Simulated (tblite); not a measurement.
C7H13NSi.
Atom-mapped SMILES: `[CH:1]#[C:2][C@@H:3]1[CH2:4][Si@@H:5]([NH2:6])[CH2:7][C@H:8]1[CH3:9]` (hydrogens: H10 on C1; H11 on C3; H12, H13 on C4; H14 on Si5; H15, H16 on N6; H17, H18 on C7; H19 on C8; H20, H21, H22 on C9)

Structure used (GFN2-xTB), in Å, numbered top down from 1:
```xyz
22
C7H13NSi angstrom
C      3.309    0.002    1.123
C      2.223    0.173    0.648
C      0.886    0.358    0.124
C     -0.007    1.093    1.138
Si    -1.777    0.648    0.610
N     -2.468    1.971   -0.259
C     -1.228   -0.700   -0.609
C      0.226   -0.989   -0.226
C      0.978   -1.718   -1.332
H      4.268   -0.141    1.524
H      0.946    0.956   -0.793
H      0.208    0.721    2.141
H      0.217    2.158    1.140
H     -2.573    0.108    1.726
H     -2.588    2.844    0.231
H     -3.284    1.792   -0.824
H     -1.263   -0.334   -1.636
H     -1.816   -1.614   -0.576
H      0.237   -1.609    0.677
H      0.505   -2.674   -1.548
H      2.009   -1.901   -1.036
H      0.983   -1.123   -2.244
```

Computed values, GFN2-xTB/tblite, gas phase, harmonic and unscaled. The method is semi-empirical: single wavenumbers can be off by several per cent or more. Modes of hydrogen on silicon can be 10 to 20 % off. One conformer, not necessarily the lowest.

Harmonic wavenumbers (cm⁻¹): 59.3, 91.8, 119.6, 164.1, 195.9, 217.5, 230.1, 242.0, 290.3, 372.0, 391.2, 410.4, 471.5, 504.5, 575.4, 617.1, 648.4, 656.6, 667.4, 741.6, 751.9, 763.3, 794.8, 847.9, 869.5, 910.6, 951.7, 1004.6, 1032.8, 1061.9, 1087.5, 1112.0, 1152.8, 1181.6, 1219.0, 1237.2, 1261.6, 1295.7, 1330.6, 1339.8, 1412.4, 1483.9, 1485.6, 1502.3, 1504.0, 1520.6, 2168.2, 2285.9, 2908.9, 2923.5, 2979.6, 2989.4, 3009.6, 3012.4, 3015.6, 3023.8, 3030.4, 3391.3, 3464.0, 3496.9.

A = 2317, B = 944.9, C = 739.3 MHz; mass 139.082 u (most abundant isotopes); point group C1, symmetry number 1.

Q: Zero-point energy?

A: Half the sum of the wavenumbers: 39741 cm⁻¹ = 113.62 kcal/mol.

Q: Give the ideal-gas entropy at 400 K and 1 bar in the rigid-rotor, harmonic-oscillator model (classical rotation).

A: Translation 42.19, rotation 30.55, vibration 44.17: S = 116.9 cal/(mol K).

Q: And Cp and H(400 K) − H(0)?

A: Cp = 56.64 cal/(mol K), of which vibrations give 48.69 (their classical limit is 60 R = 119.2); H(400 K) − H(0) = 12.85 kcal/mol without the zero-point energy, 9.67 from vibrations.

Q: Blend soft modes into free rotors: weight 1/[1 + (100 cm⁻¹/ν̃)⁴] for the oscillator and the rest for a rotor with moment μB/(μ + B), μ = h/(8π²ν), B = 10⁻⁴⁴ kg m². What vibrational entropy results?

A: 42.06 cal/(mol K) in place of 44.17, which changes −T·S at 400 K by +0.84 kcal/mol.

Q: Which modes carry the vibrational entropy at 400 K?

A: 59.3 cm⁻¹: 5.06; 91.8 cm⁻¹: 4.20; 119.6 cm⁻¹: 3.68; 164.1 cm⁻¹: 3.06; 195.9 cm⁻¹: 2.72; 217.5 cm⁻¹: 2.52 cal/(mol K); the other 54 give 22.92 together.

Q: What must be added to the electronic energy to get the Gibbs energy at 400 K and 1 bar?

A: ZPE + [H(400 K) − H(0)] − T·S = 113.62 + 12.85 − 46.76 = 79.71 kcal/mol.

Q: How do the functions run with temperature in this model?

A: 
```json
{"T (K)": "100", "S (cal/(mol K))": "69.3", "Cp (cal/(mol K))": "19.6", "H − H(0) (kcal/mol)": "1.28", "G − H(0) (kcal/mol)": "-5.65", "ln q(vib)": "1.37"}
{"T (K)": "200", "S (cal/(mol K))": "86.8", "Cp (cal/(mol K))": "32.3", "H − H(0) (kcal/mol)": "3.88", "G − H(0) (kcal/mol)": "-13.48", "ln q(vib)": "4.08"}
{"T (K)": "300", "S (cal/(mol K))": "102.3", "Cp (cal/(mol K))": "45.1", "H − H(0) (kcal/mol)": "7.75", "G − H(0) (kcal/mol)": "-22.94", "ln q(vib)": "7.03"}
{"T (K)": "500", "S (cal/(mol K))": "130.6", "Cp (cal/(mol K))": "66.3", "H − H(0) (kcal/mol)": "19.01", "G − H(0) (kcal/mol)": "-46.29", "ln q(vib)": "13.10"}
{"T (K)": "800", "S (cal/(mol K))": "166.5", "Cp (cal/(mol K))": "86.2", "H − H(0) (kcal/mol)": "42.15", "G − H(0) (kcal/mol)": "-91.05", "ln q(vib)": "21.90"}
{"T (K)": "1000", "S (cal/(mol K))": "186.7", "Cp (cal/(mol K))": "94.9", "H − H(0) (kcal/mol)": "60.30", "G − H(0) (kcal/mol)": "-126.41", "ln q(vib)": "27.34"}
```

q(vib) and H(0) count from the zero-point level.

Hindered rotation and anharmonicity are outside this model. Other conformers, if any are populated, would add a mixing term that is left out. The structure is chiral; the term R ln 2 for an equal mix with its mirror image is left out.
